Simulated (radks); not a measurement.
The numbers below are computed, except where a source is named.
The argon ion Ar+ inside a hard spherical wall (all orbitals vanish at R), configuration held at [Ne] 3s2 3p5 and not refilled when levels cross. Code: a radial shooting solver on a logarithmic mesh with Libxc functionals. Model: scalar-relativistic Kohn-Sham, PBE, spin-polarised, spherical densities, point nucleus; open shells are filled with parallel spins first. Eigenvalues in eV for spin up, with the zero of energy where the potential of the charges vanishes at infinity; a dash marks a level that is unbound or too diffuse for the functional's potential to be trusted. A positive occupied level is held by the wall or, in an anion where self-interaction has pushed it up, behind a barrier. The pressure on the wall is -dE/dV.

\begin{tabular}{lrrrrrrrrr}
R (bohr) & E (hartree) & kinetic (hartree) & e(2s) & e(2p) & e(3s) & e(3p) & e(4s, empty) & e(3d, empty) & pressure (GPa) \\ \hline
free & -528.64942 & 531.438 & -310.94 & -243.91 & -37.221 & -22.605 & - & - & 0 \\
20 & -528.64942 & 531.438 & -310.94 & -243.91 & -37.221 & -22.605 & - & - & < 0.0001 \\
15 & -528.64942 & 531.438 & -310.94 & -243.91 & -37.221 & -22.605 & - & - & < 0.0001 \\
10 & -528.64942 & 531.438 & -310.94 & -243.91 & -37.221 & -22.605 & -6.010 & -4.172 & < 0.0001 \\
8 & -528.64942 & 531.439 & -310.94 & -243.91 & -37.221 & -22.605 & -5.801 & -4.091 & 0.000441 \\
7 & -528.64937 & 531.439 & -310.94 & -243.91 & -37.218 & -22.602 & -5.417 & -3.966 & 0.00600 \\
5 & -528.64410 & 531.492 & -310.69 & -243.66 & -37.046 & -22.421 & -1.761 & -2.944 & 1.12 \\
3 & -528.18609 & 534.103 & -302.92 & -235.77 & -31.705 & -16.301 & 32.632 & 6.844 & 272 \\
1.5 & -511.35584 & 585.170 & -230.27 & -160.53 & 62.224 & 83.038 & 372.26 & 100.80 & 49300 \\
\end{tabular}
